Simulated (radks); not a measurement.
Q: Method: scalar-relativistic Kohn-Sham, LB94 model potential, spin-unpolarised, spherical densities, finite nucleus; Fermi nuclear charge, rms radius of each element as measured or else 0.836 A^(1/3) + 0.57 fm; computed with a radial shooting solver on a logarithmic mesh with Libxc functionals. Response by self-consistent Sternheimer equations with the Hartree and adiabatic LDA kernel, the relativistic mass of each level held fixed and spin-orbit coupling left out. Rank Cd2+, I7+, In3+, Pd, Te6+, Xe8+, Sb5+, Ag+, Sn4+ (NIST ground configurations) by static dipole polarisability, largest first.

A: Pd 20.94, Ag+ 9.385, Cd2+ 5.358, In3+ 3.467, Sn4+ 2.425, Sb5+ 1.789, Te6+ 1.371, I7+ 1.082, Xe8+ 0.8743 bohr^3.
